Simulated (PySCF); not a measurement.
C9H5N3S2, SMILES c1cc(-c2nccs2)c2nsnc2c1.

Geometry: B3LYP-D3(BJ)/def2-SVP. This is a generated structure with no PubChem entry under its InChIKey; it may be hypothetical. The values are those of a single conformer.

Vertical ionisation energy (IE) and electron affinity (EA) in eV. Rows of orbital energies are one-electron estimates. Where ΔSCF, EOM or ADC give a negative EA the extra electron is unbound and the value depends on the basis.

| level | IE | EA |
|---|---|---|
| −ε(HOMO), −ε(LUMO), ωB97X/def2-SVP (PySCF) | ? | ? |
| −ε(HOMO), −ε(LUMO), PBE/def2-SVP (PySCF) | 5.55 | 3.35 |

### Question
Some entries are withheld; supply them. (Estimate from the structure and the level; the computed values follow.)

### Answer

- −ε(HOMO), −ε(LUMO), ωB97X/def2-SVP (PySCF), IE: 8.48
- −ε(HOMO), −ε(LUMO), ωB97X/def2-SVP (PySCF), EA: 0.93
